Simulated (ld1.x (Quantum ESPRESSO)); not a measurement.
## Before and after: TM potential for chromium (Cr)

```json
{"Element": "Cr (Z = 24)", "Generator": "ld1.x (Quantum ESPRESSO) 7.5", "Type": "norm-conserving Troullier–Martins (Kleinman–Bylander form)", "Functional": "PBE", "Relativity": "fully relativistic", "Frozen core": "[Ne] 3s2", "Valence charge": "12", "Reference configuration": "3p6 3d5 4s1 4p0", "Partial waves": "4s (bound): rc 1.90 bohr; 3p (bound): rc 0.80 bohr; 3d (bound): rc 2.25 bohr", "Local potential": "all-electron potential smoothed inside 2.05 bohr (lloc = -1)", "Core correction": "none"}
```

Open shells are filled in proportion to 2j + 1 (rel_dist='average').

Change: functional BLYP.

Cutoffs: the cutoffs (Ry, on a coarse ladder) from which the occupation-weighted sum of valence levels, in a spherical-Bessel basis at the reference potential, stays within 10 and 1 mRy of its value at 400 Ry; they do not see the model core or the augmentation charge, which bear on the density cutoff. Errors are all-electron minus pseudo energies relative to the spin-unpolarised reference configuration.

**Question.** How do hardness, ghosts and transferability respond?

**Answer.** The potential gets neither clearly harder nor softer (110 Ry and 230 Ry → 110 Ry and 230 Ry); the p channel sets the loose cutoff, while the largest relative change is in s, which becomes harder; of the 7 tests that both files solve, the error grows in 1 and shrinks in 2 by more than 15 % and 0.3 meV (median size 48.1 → 54.7 meV); neither file shows a bound ghost at the reference potential, the only one tested.

| quantity | base | changed |
| --- | --- | --- |
| cutoff, loose | 110 Ry | 110 Ry |
| cutoff, tight | 230 Ry | 230 Ry |
| loose cutoff by channel (10 mRy a level) | s 6 Ry, p 70 Ry, d 45 Ry | s 8 Ry, p 70 Ry, d 45 Ry |
| bound ghosts | none | none |
| error for 3p6 3d5 4s0 4p0, meV [ΔE 6.90 → 6.97 eV] | +6.1 | +4.5 |
| error for 3p6 3d4 4s0 4p0, meV [ΔE 22.95 → 23.06 eV] | -3.0 | -1.2 |
| error for 3p6 3d3 4s0 4p0, meV [ΔE 53.70 → 53.81 eV] | +224 | +242 |
| error for 3p6 3d4 4s1 4p0, meV [ΔE 7.99 → 7.93 eV] | +95 | +85 |
| error for 3p6 3d4 4s1 4p1, meV [ΔE 3.51 → 3.50 eV] | -48 | -55 |
| error for 3p6 3d6 4s0 4p0, meV [ΔE 1.73 → 1.77 eV] | -2.1 | -2.1 |
| error for 3p5 3d5 4s1 4p0, meV [ΔE 51.52 → 51.37 eV] | -154 | -198 |
| s: phases at 2.44 bohr within 0.05 rad from the reference energy up to (Ry; the scan ends near 5) | 0.1 | 0.1 |
| p1/2: phases at 2.44 bohr within 0.05 rad from the reference energy up to (Ry; the scan ends near 5) | 0.0 | 0.0 |
| p3/2: phases at 2.44 bohr within 0.05 rad from the reference energy up to (Ry; the scan ends near 5) | 0.1 | 0.1 |
| d3/2: phases at 2.44 bohr within 0.05 rad from the reference energy up to (Ry; the scan ends near 5) | 1.2 | 1.1 |
| d5/2: phases at 2.44 bohr within 0.05 rad from the reference energy up to (Ry; the scan ends near 5) | 1.2 | 1.2 |

Base: These tests converged, but a pseudo level misses the all-electron one widely, so the file describes the atom poorly there or has found another state: 3p6 3d3 4s0 4p0: empty 4s by 4.3 eV (a node warning on the way). Changed file: These tests converged, but a pseudo level misses the all-electron one widely, so the file describes the atom poorly there or has found another state: 3p6 3d3 4s0 4p0: empty 4s by 3.6 eV (a node warning on the way).
